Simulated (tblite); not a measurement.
C₅H₁₂O₂Si₂.
Numbering: `[CH:1]#[C:2][Si@@H:3]([O:4][CH3:5])[O:6][CH2:7][CH2:8][SiH3:9]` (hydrogens: H10 on C1; H11 on Si3; H12, H13, H14 on C5; H15, H16 on C7; H17, H18 on C8; H19, H20, H21 on Si9)

Structure optimised with GFN2-xTB, isolated species.

(1) Give the optimised bond lengths and angles.

Results:

(1) 
```tsv
bond	length (Å)
C1≡C2	1.202
C2–Si3	1.864
Si3–O4	1.614
O4–C5	1.390
Si3–O6	1.613
O6–C7	1.399
C7–C8	1.516
C8–Si9	1.908
C1–H10	1.053
Si3–H11	1.469
C5–H12, C5–H13, C5–H14	1.092
C7–H15	1.098
C7–H16	1.098
C8–H17	1.089
C8–H18	1.090
Si9–H19, Si9–H20	1.461
Si9–H21	1.471
```

Bonds in one row agree within 0.01 Å and their mean is given. A selection of angles:
```tsv
angle	degrees
C2–C1–H10	179.9
C1–C2–Si3	179.5
C2–Si3–O4	112.3
C2–Si3–O6	112.3
C2–Si3–H11	106.9
O4–Si3–O6	99.6
O4–Si3–H11	113.1
O6–Si3–H11	112.7
Si3–O4–C5	126.2
O4–C5–H12	108.1
O4–C5–H13	111.0
H12–C5–H13	109.4
H13–C5–H14	108.3
Si3–O6–C7	125.7
O6–C7–C8	108.0
O6–C7–H15	109.7
O6–C7–H16	108.8
C8–C7–H15	112.5
C8–C7–H16	110.3
H15–C7–H16	107.4
C7–C8–Si9	107.9
C7–C8–H17	109.8
C7–C8–H18	109.6
Si9–C8–H17	112.7
Si9–C8–H18	109.7
H17–C8–H18	107.2
C8–Si9–H19	109.2
C8–Si9–H20	111.9
C8–Si9–H21	106.5
H19–Si9–H20	112.0
H19–Si9–H21	108.3
H20–Si9–H21	108.8
```

Dihedral angles: C2–Si3–O4–C5 -58° (synclinal); C2–Si3–O6–C7 57° (synclinal); Si3–O6–C7–C8 -171° (antiperiplanar); O6–C7–C8–Si9 -37° (synclinal).

Si3 (oxygen-bound silicon) is distorted tetrahedral (angles from 99.6° to 113.1°). The C–C distances run from 1.202 Å (C1≡C2, drawn triple) to 1.516 Å (C7–C8, drawn single), a spread of 0.314 Å. Of the pairs four or more bonds apart, Si3···Si9 is among the closest relative to their van der Waals radii: 4.28 Å, 102 % of the sum of Bondi's values. Si9 (SiH3 silicon) is tetrahedral (angles from 106.5° to 112.0°). The C–Si distances run from 1.864 Å (C2–Si3, drawn single) to 1.908 Å (C8–Si9, drawn single), a spread of 0.044 Å.

Point group: C1 (no symmetry element, even within 0.4 Å). Its GFN2-xTB frequencies are all real (lowest 19 cm⁻¹). The numbers are those of one conformer. 3 starts were optimised and ended at 0.00, 1.43 and 4.57 kcal/mol (GFN2-xTB); the lowest of these is shown.

The numbers are calculated, not measured.
